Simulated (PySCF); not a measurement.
## How methods differ on the ionisation energy of Co⁺

Co⁺ [Ar] 3d8 (3F) → Co²⁺ [Ar] 3d7 (4F), as a difference of total energies. Calculation: PySCF 2.14, in dyall-av2z; no relativity, point nucleus. Correlated levels: valence: [Ar] frozen; virtual orbitals above 40 to 60 times the deepest correlated orbital energy dropped. The calculations carry no spin-orbit coupling.

Order these methods by the ionisation energy they give, lowest first.
A. UHF
B. MP2 (valence)
C. CCSD(T) (valence)
D. SCS-MP2 (valence)

A (14.347 eV), C (16.579 eV), D (16.774 eV), B (16.894 eV).

A first-order spin-orbit estimate (lowest level to lowest level, LS coupling) adds -0.010 eV.

These non-relativistic numbers lack the scalar-relativistic shift.

Errors of the correlated levels include the incompleteness of this basis and the frozen core.

For comparison: 17.084 eV (measured; NIST Atomic Spectra Database, ionization energies).
